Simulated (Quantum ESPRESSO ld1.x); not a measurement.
Values are calculated unless marked as measured or tabulated.
Cd42+, 6 electrons, occupied as [He] 2s2 2p2 (the NIST ground configuration). Level of theory: Dirac Kohn-Sham, LDA (Slater exchange, Perdew-Zunger correlation), spin-unpolarised, spherical densities, point nucleus; open shells fill j = l - 1/2 first (ld1.x of Quantum ESPRESSO 7.5). Some entries of the table are withheld. Estimate them.

orbital,occ.,eigenvalue (eV),<r^2> (bohr^2),r(max) (bohr)
1s1/2,2,(1),(2),0.01967
2s1/2,2,-6940.02,0.01842,0.1082
2p1/2,2,(3),0.01340,0.08271
2p3/2,0,(4),0.01448,0.08674

Answer. 
(1) 1s1/2 eigenvalue (eV): -30001.7
(2) 1s1/2 <r^2> (bohr^2): 0.001243
(3) 2p1/2 eigenvalue (eV): -6782.86
(4) 2p3/2 eigenvalue (eV): -6564.59
